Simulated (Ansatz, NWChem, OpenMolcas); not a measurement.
## How basis sets differ on AsH3 (arsine)

AsH3: 4 atoms, total charge 0, spin state singlet. SMILES: `[AsH3]`. The shape is that of a PBE0-D4/def2-TZVP optimisation.

Each level gives the atomisation enthalpy at 298 K (kJ/mol). The values are calculated. The thermal term (zero-point and 298 K enthalpy, harmonic and unscaled) is that of PBE0-D4/def2-TZVP; the spin-orbit lowering of the free atoms at 298 K, 0.0 kJ/mol by their spectra, is taken off.

Problem. The value from experiment is 890 kJ/mol (CRC Handbook of Chemistry and Physics). From what is known of these methods, estimate their order from the nearest to it to the farthest.
A. PBE0/pcseg-0 (NWChem)
B. PBE0/pcseg-1 (NWChem)
C. PBE0/pcseg-3 (NWChem)
D. PBE0/STO-3G (Ansatz)

Solution. C (857 kJ/mol, -33), B (849 kJ/mol, -41), A (776 kJ/mol, -114), D (1209 kJ/mol, +319).
